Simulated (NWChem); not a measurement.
Program: NWChem. System: Te (+1), charge 1, spin multiplicity 4. Its SCF solution wasn't tested for a lower state. Level: UPBE/def2-TZVP with def2 effective core potentials on Te.

The NWChem input:

```
start mol
memory heap 200 mb stack 900 mb global 1100 mb
charge 1
geometry units angstroms nocenter noautoz
  Te     0.000000     0.000000     0.000000
  symmetry group D2h
end
basis spherical
  * library def2-tzvp
end
ecp
  Te library def2-ecp
end
dft
  xc xpbe96 cpbe96
  odft
  mult 4
  semidirect memsize 60000000 filesize 0
  iterations 100
end
task dft energy
```

NWChem printed:

```
             Northwest Computational Chemistry Package (NWChem) 7.3.0
             --------------------------------------------------------

                                NWChem Input Module
                                -------------------

 Scaling coordinates for geometry "geometry" by  1.889725989
 (inverse scale =  0.529177249)

                             Geometry "geometry" -> ""
                             -------------------------

 Output coordinates in angstroms (scale by  1.889725989 to convert to a.u.)

  No.       Tag          Charge          X              Y              Z
 ---- ---------------- ---------- -------------- -------------- --------------
    1 Te                  52.0000     0.00000000     0.00000000     0.00000000

 Effective nuclear repulsion energy (a.u.)       0.0000000000

            Nuclear Dipole moment (a.u.)
            ----------------------------
        X                 Y               Z
 ---------------- ---------------- ----------------
     0.0000000000     0.0000000000     0.0000000000

      Symmetry information
      --------------------

 Group name             D2h
 Group number             26
 Group order               8
 No. of unique centers     1

      Symmetry unique atoms

     1


 Summary of "ao basis" -> "" (spherical)
 ------------------------------------------------------------------------------
       Tag                 Description            Shells   Functions and Types
 ---------------- ------------------------------  ------  ---------------------
 *                         def2-tzvp                  on all atoms

 Summary of "ao basis" -> "ao basis" (spherical)
 ------------------------------------------------------------------------------
       Tag                 Description            Shells   Functions and Types
 ---------------- ------------------------------  ------  ---------------------
 Te                        def2-tzvp                16       50   6s5p3d2f

 Summary of "ao basis" -> "ao basis" (spherical)
 ------------------------------------------------------------------------------
[...]
   Bfn.  Coefficient  Atom+Function         Bfn.  Coefficient  Atom+Function
  ----- ------------  ---------------      ----- ------------  ---------------
    23      0.913460  1 Te d -1              28      0.146196  1 Te d -1

 Vector    9  Occ=1.000000D+00  E=-1.835431D+00  Symmetry=b2g
              MO Center=  2.6D-28, -1.1D-29, -4.7D-28, r^2= 3.1D-01
   Bfn.  Coefficient  Atom+Function         Bfn.  Coefficient  Atom+Function
  ----- ------------  ---------------      ----- ------------  ---------------
    25      0.913460  1 Te d  1              30      0.146196  1 Te d  1

 Vector   10  Occ=1.000000D+00  E=-8.138205D-01  Symmetry=ag
              MO Center=  3.5D-35,  9.1D-35, -5.3D-35, r^2= 1.3D+00
   Bfn.  Coefficient  Atom+Function         Bfn.  Coefficient  Atom+Function
  ----- ------------  ---------------      ----- ------------  ---------------
     5      0.938247  1 Te s                  2      0.722882  1 Te s
     3     -0.617504  1 Te s                  1     -0.431719  1 Te s
     4     -0.398690  1 Te s                  6      0.354805  1 Te s

 Vector   11  Occ=0.000000D+00  E=-4.491767D-01  Symmetry=b1u
              MO Center=  3.4D-33,  3.6D-33, -4.5D-20, r^2= 2.0D+00
   Bfn.  Coefficient  Atom+Function         Bfn.  Coefficient  Atom+Function
  ----- ------------  ---------------      ----- ------------  ---------------
    18      0.579471  1 Te pz                12     -0.479734  1 Te pz
    15      0.436362  1 Te pz                21      0.178455  1 Te pz
     9     -0.076711  1 Te pz

 Vector   12  Occ=0.000000D+00  E=-4.491767D-01  Symmetry=b2u
              MO Center=  6.8D-34, -5.3D-21,  2.0D-33, r^2= 2.0D+00
   Bfn.  Coefficient  Atom+Function         Bfn.  Coefficient  Atom+Function
  ----- ------------  ---------------      ----- ------------  ---------------
    17      0.579471  1 Te py                11     -0.479734  1 Te py
    14      0.436361  1 Te py                20      0.178455  1 Te py
     8     -0.076711  1 Te py

 Vector   13  Occ=0.000000D+00  E=-4.491767D-01  Symmetry=b3u
              MO Center= -2.7D-21,  1.1D-32, -6.4D-33, r^2= 2.0D+00
   Bfn.  Coefficient  Atom+Function         Bfn.  Coefficient  Atom+Function
  ----- ------------  ---------------      ----- ------------  ---------------
    16      0.579471  1 Te px                10     -0.479734  1 Te px
    13      0.436361  1 Te px                19      0.178455  1 Te px
     7     -0.076711  1 Te px

   alpha - beta orbital overlaps
   -----------------------------

   alpha      1      2      3      4      5      6      7      8      9     10
    beta      1      3      2      4      5      7      6      8      9     10
 overlap   1.000  1.000  1.000  1.000  1.000  1.000  1.000  1.000  1.000  1.000

   alpha     11     12     13     14     15     16     17     18     19     20
    beta     13     12     11     17     18     19     20     21     14     15
 overlap   1.000  1.000  1.000  1.000  1.000  1.000  1.000  1.000  1.000  1.000

   alpha     21     22     23     24     25     26     27     28     29     30
    beta     16     22     23     24     25     26     27     29     28     30
 overlap   1.000  1.000  1.000  1.000  1.000  1.000  1.000  1.000  1.000  1.000

   alpha     31     32     33     34     35     36     37     38     39     40
    beta     31     32     33     34     35     36     37     38     39     40
 overlap   1.000  1.000  1.000  1.000  1.000  1.000  1.000  1.000  1.000  1.000

   alpha     41     42     43     44     45     46     47     48     49     50
    beta     41     42     44     43     45     46     47     48     49     50
 overlap   1.000  1.000  1.000  1.000  1.000  1.000  1.000  1.000  1.000  1.000

     --------------------------
     Expectation value of S2:
     --------------------------
      <S2> =      3.7506 (Exact =     3.7500)

 Task  times  cpu:        2.6s     wall:        2.6s

 Total times  cpu:        2.7s     wall:        2.7s
```
